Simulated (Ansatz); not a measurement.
**Which is lower?**

The two ends of one reaction step of SiH2Cl3F, closed shell (PBE0-D4/def2-TZVP).

A:

```xyz
7
angstrom
Si -1.0360 -0.1682 0.3321
F 0.2865 -1.0529 0.3695
Cl -1.4256 0.2823 -1.5969
Cl -0.6911 1.5075 1.4042
H -2.1306 -0.9488 0.9188
H 2.1574 -0.2751 -0.4346
Cl 2.8394 0.6551 -0.9932
```

B:

Si1  (-0.718, 0.386, -0.384)
F2  (1.534, -1.455, 1.453)
Cl3  (-1.958, 1.103, -1.817)
Cl4  (-0.702, 1.634, 1.208)
H5  (-1.131, -0.962, 0.018)
H6  (1.800, -0.997, 0.693)
Cl7  (1.176, 0.291, -1.170)
(Å)

Computed with Ansatz 0.2.0 (basis: def2-TZVPP); correlated methods freeze the cores. B3LYP uses VWN-RPA correlation.

Problem. Which structure is lower at CCSD(T), and by how much? (To be estimated.)

Solution. The calculation gives: A, by 49.2 kJ/mol (electronic energy, against the other). By their contacts, A is a complex of SiHCl₂F ([F][SiH]([Cl])[Cl]) + HCl and B is a complex of SiHCl₃ ([Cl][SiH]([Cl])[Cl]) + HF.

All methods give the same order:

| method | E(B) − E(A) (kJ/mol) |
| --- | --- |
| SPW92 | 36.1 |
| PBE-D4 | 35.9 |
| BLYP-D4 | 46.3 |
| r2SCAN-D4 | 46.0 |
| B97M-V | 51.0 |
| PBE0-D4 | 37.9 |
| B3LYP-D4 | 47.9 |
| r2SCAN0-D4 | 45.1 |
| BHLYP-D4 | 51.4 |
| CAM-B3LYP-D4 | 53.8 |
| wB97X-V | 47.0 |
| wB97M-V | 45.2 |
| B2PLYP | 50.3 |
| PBE-QIDH | 41.4 |
| RPA on PBE | 53.1 |
| HF | 63.7 |
| MP2 | 42.9 |
| CCSD | 52.3 |
| CCSD(T) | 49.2 |

No T1 diagnostic of these runs exceeds 0.010.

Labels in which every atom is bracketed show which atoms are joined, not bond orders.

For scale, one of the runs: CCSD(T)/def2-TZVPP, 227 basis functions, launched by `ansatz run in.yaml --threads 4 --pin off --events-out ev --progress --plain --max-ram 9574MiB`. Hardware: 4 CPU threads of an AMD EPYC, shared host. Wall time 3.6 min; peak host memory 3.4 GiB.
